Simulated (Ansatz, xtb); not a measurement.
## Two isomers of C5H7ClF+

Structure a is `C[CH+]/C=C\[C@H](F)Cl`, a singlet and structure b is `C/C=C/[C+](Cl)CF`, a singlet. Both are isolated ions in the gas phase, relaxed with PBE-D3(BJ)/def2-SVP; the shapes shown needn't be the lowest conformers.

a (Å):

```csv
atom,x (Å),y (Å),z (Å)
C,-0.3593,-2.3729,-1.7277
C,-0.1600,-1.2174,-0.8633
C,1.0927,-0.6666,-0.5604
C,1.3030,0.4276,0.2794
C,0.3107,1.3077,0.9582
Cl,0.4455,2.7043,-0.2021
F,-0.9496,0.8363,1.0241
H,0.5656,-2.8189,-2.1344
H,-1.0524,-2.0845,-2.5579
H,-0.9659,-3.1394,-1.1850
H,-1.0581,-0.7464,-0.4275
H,1.9899,-1.1318,-1.0016
H,2.3475,0.7374,0.4630
H,0.6376,1.6669,1.9562
```

b (Å):

```xyz
14

C    -0.1579   -2.6877    3.1541
C    -0.3984   -1.3941    2.5138
C    -0.8517   -1.2174    1.2168
C    -1.0797    0.0393    0.6156
C    -1.5712    0.1268   -0.7980
Cl   -0.8281    1.5003    1.4055
F    -1.7485    1.3907   -1.2340
H    -0.3644   -3.5641    2.5142
H    -0.7562   -2.7479    4.0952
H     0.8927   -2.7229    3.5308
H    -0.2024   -0.4864    3.1155
H    -1.0568   -2.1017    0.5887
H    -0.8357   -0.4201   -1.4435
H    -2.5266   -0.4561   -0.8594
```

Q: Estimate which is lower in electronic energy at CCSD(T)/def2-SVP + ΔMP2/def2-TZVPP, and by roughly how much.

A: The CCSD(T)/def2-SVP + ΔMP2/def2-TZVPP calculation puts structure b lower, by 6.9 kcal/mol.

The same difference at several levels:

```json
{"level": "GFN2-xTB", "geometry": "GFN2-xTB", "E(b) − E(a) (kcal/mol)": "−13.0", "departure from the last row (kcal/mol)": "−6.1", "job, with rough time for the two": "optimisation, 0.37 s"}
{"level": "HF/STO-3G", "geometry": "GFN2-xTB", "E(b) − E(a) (kcal/mol)": "−2.8", "departure from the last row (kcal/mol)": "+4.1", "job, with rough time for the two": "single point, 0.38 s"}
{"level": "r2SCAN-D4/def2-SVP", "geometry": "GFN2-xTB", "E(b) − E(a) (kcal/mol)": "−7.2", "departure from the last row (kcal/mol)": "−0.3", "job, with rough time for the two": "single point, 4.2 s"}
{"level": "PBE-D3(BJ)/def2-SVP", "geometry": "PBE-D3(BJ)/def2-SVP", "E(b) − E(a) (kcal/mol)": "−6.8", "departure from the last row (kcal/mol)": "+0.1", "job, with rough time for the two": "optimisation, 25 s"}
{"level": "HF/def2-SVP", "geometry": "PBE-D3(BJ)/def2-SVP", "E(b) − E(a) (kcal/mol)": "−5.1", "departure from the last row (kcal/mol)": "+1.8", "job, with rough time for the two": "part of the CCSD(T) run"}
{"level": "MP2/def2-SVP", "geometry": "PBE-D3(BJ)/def2-SVP", "E(b) − E(a) (kcal/mol)": "−8.0", "departure from the last row (kcal/mol)": "−1.1", "job, with rough time for the two": "part of the CCSD(T) run"}
{"level": "CCSD(T)/def2-SVP", "geometry": "PBE-D3(BJ)/def2-SVP", "E(b) − E(a) (kcal/mol)": "−7.2", "departure from the last row (kcal/mol)": "−0.3", "job, with rough time for the two": "single point"}
{"level": "CCSD(T)/def2-SVP + ΔMP2/def2-TZVPP", "geometry": "PBE-D3(BJ)/def2-SVP", "E(b) − E(a) (kcal/mol)": "−6.9", "departure from the last row (kcal/mol)": "", "job, with rough time for the two": "single point, 82 s"}
```

As drawn, both hold the same kinds of bond in the same numbers.

None of the levels shown reverses the order. The largest departure from CCSD(T)/def2-SVP + ΔMP2/def2-TZVPP is that of GFN2-xTB, 6.1 kcal/mol. The last row adds to CCSD(T) the change of the MP2 difference between the two basis sets, here +0.3 kcal/mol.

With thermal terms from frequencies at re-optimised GFN2-xTB minima (ideal gas, soft modes damped towards free rotors, one conformer each, 298.15 K, 1 atm): on the last row, ΔE + ΔZPE = −6.9, ΔH = −6.9, ΔG = −7.0 kcal/mol.

The correlated steps freeze 11 core orbitals. Mirror images aren't counted in ΔG. Codes used: Ansatz 0.2.0, xtb 6.7.1; the last row on 4 threads of Arm Neoverse V1 on a shared host.
